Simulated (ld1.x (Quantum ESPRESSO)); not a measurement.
Sn: one change to a TM potential, before and after

| Item | Value |
| --- | --- |
| Element | Sn (Z = 50) |
| Generator | ld1.x (Quantum ESPRESSO) 7.5 |
| Type | norm-conserving Troullier–Martins (Kleinman–Bylander form) |
| Functional | Wu–Cohen |
| Relativity | scalar-relativistic |
| Frozen core | [Kr] 4d10 |
| Valence charge | 4 |
| Reference configuration | 5s2 5p2 |
| Partial waves | 5p (bound): rc 2.50 bohr; 5s (bound): rc 2.05 bohr |
| Local potential | the s channel |
| Core correction | none |

Change: wave 5p (bound): rc 2.50 bohr becomes 5p (bound): rc 3.60 bohr.

Cutoffs: the cutoffs (Ry, on a coarse ladder) from which the occupation-weighted sum of valence levels, in a spherical-Bessel basis at the reference potential, stays within 10 and 1 mRy of its value at 400 Ry; they do not see the model core or the augmentation charge, which bear on the density cutoff. Errors are all-electron minus pseudo energies relative to the spin-unpolarised reference configuration.

Question: How do hardness, ghosts and transferability respond?

Answer: The potential gets neither clearly harder nor softer (21 Ry and 30 Ry → 21 Ry and 30 Ry); the s channel sets the loose cutoff, while the largest relative change is in p, which becomes softer; of the 7 tests that both files solve, the error grows in 6 and shrinks in 0 by more than 15 % and 0.3 meV (median size 10.0 → 21.6 meV); neither file shows a bound ghost. More of the atom is replaced by a form fitted at one configuration, so other configurations suffer.

```tsv
quantity	base	changed
cutoff, loose	21 Ry	21 Ry
cutoff, tight	30 Ry	30 Ry
loose cutoff by channel (10 mRy a level)	p 8 Ry, s 10 Ry	p 6 Ry, s 10 Ry
bound ghosts	none	none
error for 5s2 5p1, meV [ΔE 6.90 eV]	-10.0	-14
error for 5s2 5p0, meV [ΔE 20.89 eV]	-45	-86
error for 5s1 5p0, meV [ΔE 51.93 eV]	-12	-106
error for 5s2 5p1.5, meV [ΔE 2.63 eV]	-2.2	-2.8
error for 5s2 5p2.3, meV [ΔE -0.85 eV]	-0.1	-0.2
error for 5s1 5p2, meV [ΔE 14.61 eV]	+8.7	+22
error for 5s0 5p4, meV [ΔE 14.27 eV]	+46	+86
```
